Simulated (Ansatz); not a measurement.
Input file for C₂H₇GaO, SMILES `[CH3][GaH][CH2]O`:

```yaml
crystal:
  periodic: [false, false, false]
  atoms:
    - {symbol: C, position_ang: [-1.115741, 1.387843, -0.105134]}
    - {symbol: Ga, position_ang: [0.384286, 0.332384, -0.827520]}
    - {symbol: C, position_ang: [0.948354, -1.317376, 0.135987]}
    - {symbol: O, position_ang: [0.074836, -1.747937, 1.173796]}
    - {symbol: H, position_ang: [-1.780736, 0.782771, 0.514428]}
    - {symbol: H, position_ang: [-0.726838, 2.202829, 0.514594]}
    - {symbol: H, position_ang: [-1.701253, 1.845547, -0.904740]}
    - {symbol: H, position_ang: [1.160333, 0.795742, -2.119309]}
    - {symbol: H, position_ang: [1.980522, -1.207560, 0.504881]}
    - {symbol: H, position_ang: [0.991360, -2.137487, -0.588294]}
    - {symbol: H, position_ang: [-0.149825, -0.993756, 1.721710]}
basis:
  gaussian: {orbitals: def2-SVP}
correlation: {method: ccsd_t}
```

```sh
$ ansatz run in.yaml --threads 4 --pin off --events-out ev --progress --plain --max-ram 10444MiB
```

Log, shortened:

```
Functional definition: HF
1108 factors; integrals over basis functions are off by at most 1.0e-3 eV
mean field evaluation 1: about -56529.2065 eV, gradient 3.5e1 eV
mean field evaluation 2: about -56529.2090 eV, gradient 3.5e1 eV
mean field evaluation 4: about -56532.2288 eV, gradient 3.5e0 eV
mean field evaluation 8: about -56532.2672 eV, gradient 1.8e-4 eV
mean field -56532.26716637 eV, -2077.5224994173 hartree, gradient 8.7e-7 eV, S^2 0.000000; 0 other end points of the search recorded, 0 dependent functions left out
12 core orbitals not correlated: weight in the atoms' cores, before any rotation towards them, 1.000 or more for the frozen orbitals, at most 0.000 for the correlated occupied ones
reference -56532.26716637 eV, -2077.5224994173 hartree; 17, 17 occupied and 80, 80 virtual orbitals, 1108 factors
second order -18.85675672 eV of doubles, -0.00000000 eV of singles
cycle   1  -19.07557446 eV  change   -2.2e-1 eV  update   1.0e-1
cycle   2  -19.63841776 eV  change   -5.6e-1 eV  update   3.0e-2
cycle   3  -19.74661292 eV  change   -1.1e-1 eV  update   1.4e-2
cycle   4  -19.74421581 eV  change    2.4e-3 eV  update   3.0e-3
cycle   5  -19.74409155 eV  change    1.2e-4 eV  update   1.1e-3
cycle   6  -19.74403928 eV  change    5.2e-5 eV  update   3.3e-4
cycle   7  -19.74389793 eV  change    1.4e-4 eV  update   1.4e-4
cycle   8  -19.74384770 eV  change    5.0e-5 eV  update   4.9e-5
cycle   9  -19.74385103 eV  change   -3.3e-6 eV  update   1.9e-5
perturbative correction -0.55784830 eV, -0.0205005469 hartree
Total energy: -56552.56886570 eV, -2078.2685731067 hartree
```

Run time 11 s (4 threads of an Arm Neoverse N1 on a shared host); peak host memory 0.54 GiB.

Correlation energy per correlated electron: -0.597 eV. T1 diagnostic: 0.0104.
